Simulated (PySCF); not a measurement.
**Potential energy of SnP along the bond**

Set-up: basis Sn x2c-TZVPPall, P x2c-TZVPPall; spin-free X2C with a Gaussian nucleus; PySCF 2.14. Energies in eV from Sn + P in their ground configurations at the same level. All curves are PBE0. state 1: ²Π (doublet), unpaired electrons π ↑; state 2: ²Σ⁺ (doublet), unpaired electrons σ ↑, a second solution, started from another occupation; state 3: ⁴Π (quartet), unpaired electrons π ↑↑↑, a second solution, started from another occupation; state 4: ⁶Σ⁺ (sextet), unpaired electrons σ ↑, π ↑↑↑↑, a second solution, started from another occupation.

| R (Å) | state 1 | state 2 | state 3 | state 4 |
| --- | --- | --- | --- | --- |
| 2.015 | -1.547 | -1.957 | 1.397 | 3.2932 |
| 2.109 | -2.277 | -2.401 | 0.259 | 2.1341 |
| 2.202 | -2.677 | -2.564 | -0.524 | 1.3161 |
| 2.273 | -2.817 | -2.555 | -0.934 | 0.8709 |
| 2.343 | -2.853 | -2.466 | -1.226 | 0.5364 |
| 2.413 | -2.811 | -2.319 | -1.425 | 0.2885 |
| 2.507 | -2.670 | -2.079 | -1.576 | 0.0597 |
| 2.624 | -2.424 | -1.764 | -1.631 | -0.1109 |
| 2.765 | -2.102 | -1.406 | -1.568 | -0.2084 |
| 2.952 | -1.680 | -0.997 | -1.355 | -0.2406 |

**Question.** Put a parabola through the three lowest points of the state 1 curve and estimate Re, k and ωe (reduced mass 24.62 u; 1 eV/Å² = 0.16022 mdyn/Å; ωe = 1302.8·√(k/μ) cm⁻¹).

**Answer.** Through R = 2.273, 2.343, 2.413 Å the second-order coefficient is 7.96 eV/Å², so Re ≈ 2.340 Å, k ≈ 2.55 mdyn/Å and ωe ≈ 419 cm⁻¹. A polynomial fit of higher order to the unrounded PBE0 energies gives Re = 2.337 Å, k = 2.61 mdyn/Å, ωe = 424 cm⁻¹; anharmonicity and rounding make the difference.

The higher-order fit for each curve: state 1: Re = 2.337 Å, ωe = 424 cm⁻¹, De = 2.85 eV; state 2: Re = 2.230 Å, ωe = 466 cm⁻¹, minimum 2.57 eV below the ground-state fragments; state 3: Re = 2.622 Å, ωe = 285 cm⁻¹, minimum 1.63 eV below the ground-state fragments; state 4: Re = 2.947 Å, ωe = 124 cm⁻¹, minimum 0.241 eV below the ground-state fragments.

⟨S²⟩ of the unrestricted solution departs from its pure value on part of the curve, where spin states mix. These are scalar-relativistic numbers at best; spin–orbit coupling would shift them, the dissociation energy most. The state is the lowest determinant that a PBE0 search found; another state may lie lower at other levels.
